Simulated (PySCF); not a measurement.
**Exercise with solution: oscillator strength and radiative lifetime**

C3H5, SMILES [CH2]C=C (connectivity only; charge and spin as stated), charge +1, multiplicity 1.

The structure is a stationary point at PBE0-D3(BJ)/def2-TZVP. The spin state was assumed, not searched. The isomer is the one that the SMILES or the coordinates give; other isomers of the formula were not compared.

TDA-ωB97X/def2-SVPD in PySCF puts the first singlet state with f over 0.02 at 6.29 eV (vertical), with the transition dipole (0.000, 1.905, 0.000) in atomic units.

Find the oscillator strength, the wavelength and the radiative lifetime that this transition would have in vacuum if emission retraced absorption.


|μ|² = 3.6290 au, so |μ| = 4.84 D. ΔE = 6.29/27.211 = 0.2312 hartree. f = (2/3) ΔE |μ|² = 0.559 (the program prints 0.559).
λ = 1239.84/6.29 = 197 nm; ν = 50732 cm⁻¹.
Einstein's coefficient A = 0.6670 ν² f s⁻¹ (ν in cm⁻¹) = 9.6e8 s⁻¹, so τ = 1/A = 1.0 ns. This state is S3; the lower singlets have f = 0.000, 0.001. The figure is the radiative limit of this one transition; relaxation, internal conversion, crossing to triplets and a medium change what is measured.
